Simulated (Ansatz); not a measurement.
Geometry optimisation, Ansatz 0.2.0, RKS B3LYP/def2-SVP.

input.yaml

```yaml
crystal:
  periodic: [false, false, false]
  atoms:
    - { symbol: Si, position_ang: [0.059628, 0.606125, 0.635567] }
    - { symbol: C, position_ang: [0.805729, -1.121268, 0.662326] }
    - { symbol: H, position_ang: [-1.291258, 0.590945, 1.272472] }
    - { symbol: H, position_ang: [0.933943, 1.465797, 1.498128] }
    - { symbol: C, position_ang: [-0.018478, 1.326242, -1.104051] }
    - { symbol: H, position_ang: [-1.424515, -1.622846, 0.024008] }
    - { symbol: F, position_ang: [-1.946817, -1.223553, -0.609319] }
    - { symbol: H, position_ang: [0.718817, -1.588024, 1.656914] }
    - { symbol: H, position_ang: [0.384147, -1.807824, -0.090413] }
    - { symbol: H, position_ang: [1.882933, -1.053491, 0.436473] }
    - { symbol: H, position_ang: [0.9766, 1.313668, -1.577196] }
    - { symbol: H, position_ang: [-0.712722, 0.743591, -1.727634] }
    - { symbol: H, position_ang: [-0.368007, 2.370538, -1.077375] }
basis:
  gaussian: { orbitals: def2-SVP }
hamiltonian:
  xc: b3lyp
relax:
  f_tol: 0.03
  max_steps: 50
```

Launched with:

```bash
$ ansatz run input.yaml --threads 2 --pin off --max-ram 3072MiB --backend cpu --events-out ev --progress --plain --runs-dir out
```

Task: Where does it end, and by what steps?

Result: It converged. After 19 steps the energy has fallen by 0.160 eV; H6 moved furthest, 0.99 Å.

```
step  energy less start (eV)  largest force component (eV/Å)  accepted
   0                  0.0000                           0.729       yes
   1                 -0.0448                           0.521       yes
   2                 -0.0224                           0.721        no
   3                 -0.0594                           0.469       yes
   4                 -0.0741                           0.133       yes
   5                 -0.0857                           0.311       yes
   6                 -0.0352                           2.534        no
   7                 -0.0986                           0.244       yes
   8                 -0.1095                           0.224       yes
   9                 -0.1105                           1.223       yes
  10                 -0.1197                           1.013       yes
  11                 -0.1382                           0.510       yes
  12                 -0.1425                           0.183       yes
  13                 -0.1001                           0.703        no
  14                 -0.1492                           0.075       yes
  15                 -0.1582                           0.042       yes
  16                 -0.1590                           0.077       yes
  17                 -0.1571                           0.299        no
  18                 -0.1600                           0.039       yes
  19                 -0.1601                           0.004       yes
```

```xyz
13
Properties=species:S:1:pos:R:3
Si 0.110 0.522 0.649
C 1.017 -1.128 0.672
H -1.299 0.288 1.144
H 0.721 1.486 1.613
C 0.005 1.265 -1.078
H -2.049 -0.855 0.022
F -2.040 -1.404 -0.733
H 1.109 -1.521 1.698
H 0.456 -1.859 0.070
H 2.031 -1.032 0.252
H 1.007 1.391 -1.520
H -0.582 0.596 -1.726
H -0.486 2.251 -1.061
```

Whether the end is a true minimum wasn't checked by a vibrational analysis.

The run took 49 s on 2 threads of Arm Neoverse V1 (shared host), peak memory 0.22 GiB.
